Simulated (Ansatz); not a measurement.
`C=[CH][Zn][CH3]` + `NB(F)F` → `CNB(F)F` + `C=[CH][ZnH]` at 500 K and 1 bar (substitution at a C–Zn bond).

Gas-phase electronic energies from Ansatz, PBE0-D4/def2-TZVP geometries. CCSD(T)/CBS adds triple-zeta CCSD(T) − MP2 to the extrapolated MP2 energy (def2 sets, frozen cores). For Zn outer-core shells are correlated without core-valence functions, which leaves a few kJ/mol of doubt a bond. Scalar relativity is left out up to krypton. Each species was taken in one conformer, which may not be the lowest.

```json
{"species": "`C=[CH][Zn][CH3]`", "CCSD(T)/CBS energy (Eh)": "-1896.11290", "H − E (kJ/mol)": "243.7", "S (J/(mol·K))": "401.4"}
{"species": "`NB(F)F`", "CCSD(T)/CBS energy (Eh)": "-280.46129", "H − E (kJ/mol)": "125.6", "S (J/(mol·K))": "310.3"}
{"species": "`CNB(F)F`", "CCSD(T)/CBS energy (Eh)": "-319.70892", "H − E (kJ/mol)": "209.3", "S (J/(mol·K))": "363.2"}
{"species": "`C=[CH][ZnH]`", "CCSD(T)/CBS energy (Eh)": "-1856.83987", "H − E (kJ/mol)": "155.4", "S (J/(mol·K))": "326.9"}
```

H − E and S are ideal-gas, rigid-rotor, harmonic terms from PBE0-D4/def2-TZVP, for one conformer and one mirror image of each species. 1 Eh = 2625.50 kJ/mol, R = 8.31446 J/(mol·K).

**Question.** By hand: ΔE, ΔH, ΔS and ΔG.

**Answer.** ΔE = (-319.70892) + (-1856.83987) − (-1896.11290) − (-280.46129) = 0.02540 Eh = 66.7 kJ/mol. Δ(H − E) = 209.3 + 155.4 − 243.7 − 125.6 = -4.6, so ΔH = 62.1 kJ/mol. ΔS = 363.2 + 326.9 − 401.4 − 310.3 = -21.6 J/(mol·K). ΔG = 62.1 − 500 × (-21.6)/1000 = 72.9 kJ/mol.

**Question.** By hand: the equilibrium constant, and the temperature at which ΔG would vanish if ΔH and ΔS stayed fixed.

**Answer.** log₁₀ K = −ΔG/(RT ln 10) = -7.6. ΔH and −TΔS have one sign here, so there is no such temperature.

ΔH outweighs TΔS. A doubt of 5 kJ/mol in ΔE shifts log₁₀ K by 0.5 here. Other conformers and mirror images would add mixing entropy, several J/(mol·K) or more a flexible species. Modes under 60 cm⁻¹, often nearly free rotors, make the harmonic entropy too high. These are equilibria of isolated gas molecules and say nothing of rates. Largest T1 diagnostic: 0.015 (customary marks: 0.02 for closed shells, 0.045 for open ones).
